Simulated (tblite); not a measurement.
Species: C₇H₁₅P.
InChI=1S/C7H15P/c1-5-6(8-5)7(2,3)4/h5-6,8H,1-4H3/t5-,6+/m0/s1

Computed values, GFN2-xTB/tblite, gas phase, harmonic and unscaled. Errors from tens to a few hundred cm⁻¹ against measured bands are possible. Modes of hydrogen on phosphorus can be 10 to 20 % off.

Harmonic wavenumbers (cm⁻¹): 49.7, 130.7, 174.6, 186.1, 209.3, 233.8, 241.4, 259.3, 295.0, 335.5, 356.4, 405.7, 440.7, 487.4, 653.0, 669.3, 721.6, 814.5, 876.6, 912.2, 959.5, 963.8, 965.6, 972.6, 999.3, 1018.4, 1037.4, 1040.3, 1073.9, 1114.5, 1176.8, 1204.9, 1237.8, 1265.7, 1288.6, 1369.8, 1402.4, 1403.9, 1410.2, 1425.5, 1483.1, 1487.3, 1490.2, 1493.0, 1495.5, 1504.1, 1507.1, 1511.7, 2234.3, 2980.1, 2994.2, 3000.4, 3011.9, 3020.9, 3021.1, 3023.2, 3026.6, 3027.7, 3029.4, 3031.5, 3035.5, 3037.0, 3040.4.

A = 2389, B = 1245, C = 1032 MHz; mass 130.091 u (most abundant isotopes); point group C1, symmetry number 1.

Q: What is the zero-point energy?

A: Half the sum of the wavenumbers: 44135 cm⁻¹ = 126.19 kcal/mol.

Q: Entropy at 200 K, 1 bar (ideal gas, RRHO, classical rotation)?

A: Translation 38.54, rotation 27.85, vibration 17.73: S = 84.1 cal/(mol K).

Q: And Cp and H(200 K) − H(0)?

A: Cp = 30.52 cal/(mol K), of which vibrations give 22.57 (their classical limit is 63 R = 125.2); H(200 K) − H(0) = 3.70 kcal/mol without the zero-point energy, 2.11 from vibrations.

Q: What must be added to the electronic energy to get the Gibbs energy at 200 K and 1 bar?

A: ZPE + [H(200 K) − H(0)] − T·S = 126.19 + 3.70 − 16.83 = 113.06 kcal/mol.

Q: Blend soft modes into free rotors: weight 1/[1 + (100 cm⁻¹/ν̃)⁴] for the oscillator and the rest for a rotor with moment μB/(μ + B), μ = h/(8π²ν), B = 10⁻⁴⁴ kg m². What vibrational entropy results?

A: 17.02 cal/(mol K) in place of 17.73, which changes −T·S at 200 K by +0.14 kcal/mol.

Q: Which modes carry the vibrational entropy at 200 K?

A: 49.7 cm⁻¹: 4.04; 130.7 cm⁻¹: 2.18; 174.6 cm⁻¹: 1.66; 186.1 cm⁻¹: 1.55; 209.3 cm⁻¹: 1.35; 233.8 cm⁻¹: 1.17 cal/(mol K); the other 57 give 5.78 together.

Hindered rotation and anharmonicity are outside this model. The structure is chiral; the term R ln 2 for an equal mix with its mirror image is left out.

Time: 0.93 s wall. Hardware: one thread, Intel Xeon Platinum 8488C (x86_64), shared host. This covers the Hessian and the dipole derivatives.
